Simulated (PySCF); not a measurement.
**Orbital picture of KSn**

PBE0 at R = 3.277 Å; PySCF, spin-free X2C with a Gaussian nucleus, basis sets K x2c-SVPall, Sn x2c-SVPall. State: ²Π (doublet), unpaired electrons π ↑, a second solution, started from another occupation. Only the outer orbitals are listed, counted within each symmetry.

```
spin  orbital  occ.  ε (eV)  on K (%)          main shells (%)
   α       7π     1  -20.86       100                  100 K p
   α       7π     1  -20.84       100                  100 K p
   α      14σ     1  -20.78       100                  100 K p
   α      15σ     1  -10.75         3                  97 Sn s
   α       8π     1   -3.94         5                  94 Sn p
   α      16σ     1   -3.69        22          76 Sn p, 20 K s
   α       8π     0   -2.21         9                  91 Sn p
   α      17σ     0   -1.22        90  71 K s, 18 K p, 10 Sn p
   α       9π     0    0.35        97                   96 K p
   β       7π     1  -20.87       100                  100 K p
   β       7π     1  -20.85       100                  100 K p
   β      14σ     1  -20.78       100                  100 K p
   β      15σ     1   -9.88         4                  95 Sn s
   β      16σ     1   -3.31        35          64 Sn p, 34 K s
   β       8π     0   -1.90        11           88 Sn p, 9 K p
   β      17σ     0   -1.24        81  57 K s, 24 K p, 18 Sn p
   β       8π     0   -1.19        19          81 Sn p, 16 K p
```

**Question.** Which are the highest filled and the lowest empty level, where do they sit, and how wide is the gap?

**Answer.** Highest filled β 16σ at -3.31 eV (in %: 64 Sn p, 34 K s); lowest empty α 8π at -2.21 eV (in %: 91 Sn p); the gap at PBE0 is 1.10 eV.

The bond order (Mayer) is 0.99 and the ⟨S²⟩ is 0.775. The charge on K (Mulliken, basis-dependent) is 0.30. The charge on K (Löwdin, basis-dependent) is 0.17 and the dipole moment (positive dipole means K(−)Sn(+)) is -6.54 D.

Spin–orbit coupling is left out.
